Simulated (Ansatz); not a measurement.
`C[S][GeH2][OH]` → `[CH3]`• + `[OH][GeH2][S]`•  (homolysis of the C–S bond)

Gas-phase electronic energies from Ansatz, PBE0-D4/def2-TZVP geometries. CCSD(T)/CBS adds triple-zeta CCSD(T) − MP2 to the extrapolated MP2 energy (def2 sets, frozen cores). This one scheme is used for every species. No spin–orbit coupling; open shells (•) take unrestricted orbitals. For Ge outer-core shells are correlated without core-valence functions, which leaves a few kJ/mol of doubt a bond. Scalar relativity is left out up to krypton. One conformer a species, not always the lowest.

```
             level  ΔE (kJ/mol)
SCS-MP2/def2-QZVPP        331.6
     MP2/CBS(def2)        348.1
```

(1) What does CCSD(T)/CBS give? (Estimate.)

Largest T1 diagnostic among the species: 0.013.

Results:

(1) Ansatz gave: +325.6 kJ/mol. The listed levels differ from it by 6.0, 22.5 kJ/mol.

The D4 term adds +12.7 kJ/mol with B3LYP and +6.8 kJ/mol with PBE0; it sums over pairs of atoms, weighted by their polarisabilities, and B3LYP, whose exchange is more repulsive, gets the larger term. In def2-TZVPP, CCSD(T) changes the Hartree–Fock value by +129.9 kJ/mol (the triples alone add +13.7 kJ/mol) and MP2 by +152.4 kJ/mol; breaking electron pairs costs correlation energy, which Hartree–Fock lacks.

B3LYP here is the variant with VWN-RPA as its local correlation; programs differ in this.
